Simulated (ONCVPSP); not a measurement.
**nitrogen ONCV: all-electron and pseudo phase curves**

N, optimised norm-conserving Vanderbilt (ONCV), made with ONCVPSP 4.0.1 (BLYP, scalar-relativistic). Core [He], reference 2s1.75 2p3.25. Waves: 2s: rc 1.10 bohr, ncon 4, nbas 8, qcut 5.4 1/bohr, 2 projectors, debl 1.2 Ha; 2p: rc 1.25 bohr, ncon 5, nbas 10, qcut 7.6 1/bohr, 1 projector. Local part: polynomial inside 0.70 bohr (lpopt 1, dvloc0 1 Ha). Core correction: Teter function, fcfact 2.5, rcfact 1.45.

The phase is arctan(r·R′/R) of the radial function R(r), unwrapped; energies in Ha, scanned from -2 to 5 Ha. A pole is an energy at which the radial function vanishes at the test radius. The pseudo phase is shifted by a multiple of π to meet the all-electron one at the reference energy, and phase errors are pseudo minus all-electron; the curves can meet again beyond the range given. Levels narrower than the energy grid can be missing from the lists of poles.

Q: For each channel, where are the poles, and over which energies does the pseudopotential scatter like the atom?

A:

```csv
channel,radius (bohr),reference energy (Ha),"poles, all-electron","poles, pseudo",unbroken range about the reference energy with phases within 0.05 rad,phase error 1 Ha above the reference energy (rad)
s,1.12,-0.68,3.14,3.13,the whole range,-0.000
p,1.27,-0.26,1.50,1.54,below 3.3,+0.003
```

Phases in the p channel:

| E (Ha) | all-electron | pseudo |
| --- | --- | --- |
| -1.98 | 0.714 | 0.718 |
| -1.80 | 0.617 | 0.621 |
| -1.62 | 0.496 | 0.501 |
| -1.44 | 0.346 | 0.351 |
| -1.26 | 0.164 | 0.168 |
| -1.08 | -0.049 | -0.046 |
| -0.90 | -0.278 | -0.276 |
| -0.72 | -0.502 | -0.501 |
| -0.54 | -0.703 | -0.703 |
| -0.36 | -0.872 | -0.872 |
| -0.18 | -1.009 | -1.009 |
| 0.00 | -1.120 | -1.120 |
| 0.18 | -1.211 | -1.210 |
| 0.36 | -1.285 | -1.284 |
| 0.54 | -1.348 | -1.346 |
| 0.72 | -1.401 | -1.398 |
| 0.90 | -1.447 | -1.444 |
| 1.08 | -1.489 | -1.484 |
| 1.26 | -1.526 | -1.520 |
| 1.44 | -1.560 | -1.553 |
| 1.62 | -1.592 | -1.584 |
| 1.80 | -1.623 | -1.613 |
| 1.98 | -1.653 | -1.641 |
| 2.16 | -1.682 | -1.667 |
| 2.34 | -1.712 | -1.694 |
| 2.52 | -1.742 | -1.721 |
| 2.70 | -1.774 | -1.749 |
| 2.88 | -1.808 | -1.777 |
| 3.06 | -1.845 | -1.807 |
| 3.24 | -1.885 | -1.839 |
| 3.42 | -1.931 | -1.874 |
| 3.60 | -1.984 | -1.913 |
| 3.78 | -2.046 | -1.956 |
| 3.96 | -2.120 | -2.005 |
| 4.14 | -2.210 | -2.061 |
| 4.32 | -2.322 | -2.128 |
| 4.50 | -2.463 | -2.207 |
| 4.68 | -2.637 | -2.302 |
| 4.86 | -2.847 | -2.418 |
